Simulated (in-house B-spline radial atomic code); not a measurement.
Ionisation energies along the 61-electron series, configuration [Kr] 4d10 4f13 5s2, as differences of self-consistent energies. NIST's values go from ground level to ground level; the uncertainty of those that are theory runs from under 0.1 % in few-electron ions to several per cent in heavy many-electron ones. Computed with a B-spline radial code for spherical atoms: non-relativistic Hartree-Fock, average of the configuration, point nuclei.

This level leaves out relativity, spin-orbit splitting included, which matters for heavy ions.

```tsv
ion	configuration after	ionisation energy (eV)	IE/(q+1)² (eV)	tabulated value (eV)	tabulated kind	computed minus tabulated (eV)
Ta12+	[Kr] 4d10 4f12 5s2	260.9	1.544	262	tabulated theory	-1.1
W13+	[Kr] 4d10 4f12 5s2	298.6	1.5235	290.7	semi-empirical	7.9
Re14+	[Kr] 4d10 4f12 5s2	338.3	1.5034	330	tabulated theory	8.3
```
